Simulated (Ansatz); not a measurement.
Reactions of C₃H₂ClF (`FC1=CC1Cl`).

Isolated molecules relaxed with PBE0-D4/def2-TZVP in Ansatz; ΔE leaves out vibrations. CCSD(T)/CBS adds triple-zeta CCSD(T) − MP2 to the extrapolated MP2 energy (def2 sets, frozen cores). This one scheme is used for every species, atoms too. Functionals use def2-TZVPP. B3LYP here is the variant with VWN-RPA as its local correlation; programs differ in this. Open shells (•) are unrestricted, without spin–orbit coupling. Spin–orbit coupling would lower the free atoms: a little for C, Cl, F. For Ge outer-core shells are correlated without core-valence functions, so the limit isn't a true one: a few kJ/mol of doubt a bond, and 10 to 20 or more in all where bonds break to atoms. Scalar relativity is left out up to krypton.

| reaction | CCSD(T)/CBS(def2) (kJ/mol) |
| --- | --- |
| `FC1=CC1Cl` + H₂ → `ClC1C=C1` + H–F | ? |
| `FC1=CC1Cl` + CH₄ → `CC1C=C1F` + HCl | -5 |
| `FC1=CC1Cl` → 3 C• + Cl• + F• + 2 H• | 2787 |
| `FC1=CC1Cl` + HCl → `ClC1=CC1Cl` + H–F | -40 |
| `FC1=CC1Cl` → `C=C=C(F)Cl` | ? |
| `FC1=CC1Cl` + GeH₄ → `FC1=C[CH]1[GeH3]` + HCl | -24 |

**Question.** Fill in the missing values. (Best estimate.)

**Answer.** Computed: `FC1=CC1Cl` + H₂ → `ClC1C=C1` + H–F: -124.8 kJ/mol; `FC1=CC1Cl` → `C=C=C(F)Cl`: -62.2 kJ/mol.

Largest T1 diagnostic: 0.013, for `C=C=C(F)Cl`.
